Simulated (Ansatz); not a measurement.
| atom | x (Å) | y (Å) | z (Å) |
| --- | --- | --- | --- |
| P | 0.0274 | -0.0371 | 0.1495 |
| H | 1.1948 | -0.0001 | -0.6009 |
| H | -0.6180 | 1.0376 | -0.6968 |
| H | -0.6345 | -1.0155 | -0.6784 |

Basis set: 6-31G (spherical functions). Frozen core: 5 orbitals. Charge 0, multiplicity 1.

Computed with Ansatz (development build ahead of 0.2.0); each method stands on the lowest determinant of its kind that the runs found. Restricted open shells among the atoms or ions are ROHF, correlated in semicanonical orbitals with singles.

(1) Give the atomization energy at this shape (free ground-state atoms in the same class of orbitals less the molecule, no zero-point energy) of singlet PH₃ by RHF-MP2, RHF.

## Answers

(1)

| method | atomization energy |
| --- | --- |
| RHF-MP2 | 686.3 kJ/mol |
| RHF | 545.4 kJ/mol |

This basis has no polarisation functions and is too small for such energies, which can lie far from measured ones in either direction.
